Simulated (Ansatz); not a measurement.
Relaxation of CH$_{5}$BS$_{2}$ (9 atoms, charge 0, multiplicity 1), to a largest force component of 0.03 eV/Å in at most 50 steps.

All numbers below come from UKS PBE0/cc-pVDZ (Ansatz).

```xyz
9
Properties=species:S:1:pos:R:3
B -0.834 -0.666 0.200
S 0.987 1.119 -1.729
S -2.078 -0.882 -0.832
H -0.095 0.378 -2.085
C 0.251 -0.553 1.269
H 0.213 2.185 -1.416
H 1.175 -1.031 0.916
H -0.085 -1.053 2.193
H 0.465 0.503 1.485
```

Problem. Where does it end, and by what steps?

Solution. The forces met the threshold. The force dipped under the threshold on the way, but the program's further checks kept it going. After 7 steps the energy has fallen by 0.068 eV; S2 moved furthest, 0.34 Å.

```json
{"step": "0", "energy less start (eV)": "0.0000", "largest force component (eV/Å)": "0.187", "accepted": "yes"}
{"step": "1", "energy less start (eV)": "-0.0507", "largest force component (eV/Å)": "0.234", "accepted": "yes"}
{"step": "2", "energy less start (eV)": "-0.0408", "largest force component (eV/Å)": "0.873", "accepted": "no"}
{"step": "3", "energy less start (eV)": "-0.0598", "largest force component (eV/Å)": "0.181", "accepted": "yes"}
{"step": "4", "energy less start (eV)": "-0.0663", "largest force component (eV/Å)": "0.086", "accepted": "yes"}
{"step": "5", "energy less start (eV)": "-0.0672", "largest force component (eV/Å)": "0.014", "accepted": "yes"}
{"step": "6", "energy less start (eV)": "-0.0673", "largest force component (eV/Å)": "0.021", "accepted": "yes"}
{"step": "7", "energy less start (eV)": "-0.0676", "largest force component (eV/Å)": "0.029", "accepted": "yes"}
```

```xyz
9
Properties=species:S:1:pos:R:3
B -0.945 -0.801 0.359
S 1.100 1.345 -1.961
S -2.174 -0.984 -0.689
H 0.060 0.502 -2.182
C 0.203 -0.642 1.354
H 0.267 2.377 -1.687
H 1.123 -1.098 0.956
H -0.041 -1.123 2.314
H 0.408 0.425 1.535
```

Whether the end is a true minimum wasn't checked by a vibrational analysis.

Time of the run: 28 s on 2 threads of Arm Neoverse V1, with other jobs on the host, peak memory 0.25 GiB.
